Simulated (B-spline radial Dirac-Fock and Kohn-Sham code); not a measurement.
**Yb³⁺: non-radiative channels of the 4s vacancy**

System: ytterbium as Yb³⁺, [Xe] 4f13, inside a Watson sphere of charge -3 and radius 2.4 Å (a model of the Madelung potential; inside it an electron's potential energy is raised by 18.0 eV).

Model: independent-particle rates on relativistic LDA orbitals of the hole state (multipoles up to L = 3, Coulomb Auger matrix elements, transition energies from Dirac-Fock). Program: a radial B-spline solver. Kinetic energies are configuration averages from the vacuum level; the two-hole energies are estimated from single-hole states.

```
transition  kinetic energy (eV)  width (meV)  share (%)
   N1-N2O2                25.36          541        4.3
   N1-N2O3                32.33         1020        8.2
   N1-N2N6                43.93          322        2.6
   N1-N2N7                44.93          406        3.3
   N1-N3O1                45.69          794        6.4
   N1-N3O2                75.17          815        6.6
   N1-N3O3                82.74         1020        8.2
   N1-N3N6                93.92         1910       15.3
   N1-N3N7                95.81         2370       19.0
   N1-N4O1                197.3          242        1.9
   N1-N5O1                206.4          348        2.8
   N1-N4N7                247.5          175        1.4
   N1-N5N6                255.2          200        1.6
   N1-N6O1                391.4          211        1.7
   N1-N7O1                393.0          275        2.2
   N1-N6N7                442.2          207        1.7
```

Coster-Kronig rates are the weakest part of this model and often come out 1.5 to 2.5 times too large. Super-Coster-Kronig decay this fast strains the one-particle picture, and such widths tend to come out too large. The listed channels hold 87 % of the non-radiative rate. Summed by principal shells, of 12.4 eV in all: NNN 51.6 %, NNO 47.8 %, NOO 0.6 %.

Values without a named source are computed, but for edge energies of neutral atoms, which are taken from tables.
